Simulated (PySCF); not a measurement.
**Energy profile**

The step: SiH₄SO₂ ([OH][SiH]([OH])[SH]) → SiH₂O₂ ([OH][Si][OH]) + H₂S; bonds formed: S2–H3; bonds broken: Si1–S2, Si1–H3 (atoms numbered as in the saddle structure below).

```
atom    x (Å)    y (Å)    z (Å)
 Si1  -0.1929   0.6341   0.4331
  S2  -1.0820  -1.1557  -1.1656
  H3  -1.5526  -0.1899   0.1767
  O4   0.1915   1.7868  -0.6507
  O5   1.2215  -0.0243   0.9530
  H6  -0.7469  -2.1087  -0.2810
  H7   0.9789   1.6544  -1.1870
  H8   1.1822  -0.5967   1.7215
```

Electronic energies by CCSD(T) at an estimated basis limit (MP2 extrapolated from triple and quadruple zeta, plus CCSD(T) − MP2 in triple zeta), on PBE0-D4/def2-TZVP structures; SiH₄SO₂, closed shell; no counterpoise correction. Program: PySCF 2.14 with density fitting (its default auxiliary sets; JK sets also for MP2 and CCSD(T)). Basis: def2-TZVPP and def2-QZVPP. Cores are frozen in the correlated methods. Extrapolation: Hartree–Fock as exp(−7.88 √X), correlation as X^−2.97.

(1) Give the profile in kcal/mol, counted from the start structure. (An estimate is asked for; the value comes from the calculation.)

T1 diagnostic: at most 0.015. The restricted Hartree–Fock reference is unstable towards an unrestricted one at one or more of these structures.

Results:

(1) Computed:
```
                                                                                               point  kcal/mol
                                                                                     start structure      0.00
                                                                                              saddle     69.02
                                                                                       end structure     45.46
separated: SiH₂O₂ (linked as [OH][Si][OH]; Si1, O4, O5, H7, H8; singlet) + H₂S (S2, H3, H6; singlet)     47.29
```

Losses and insertions of silylenes and their heavier kin drive the gas-phase chemistry of silicon and germanium vapour deposition.

For scale, one of the runs: CCSD(T)/def2-TZVPP, 202 basis functions, launched by `OMP_NUM_THREADS=4 python run.py`. The run took 11 min on 4 CPU threads of an Intel Xeon (shared host), with 2.7 GiB of host memory at its peak.
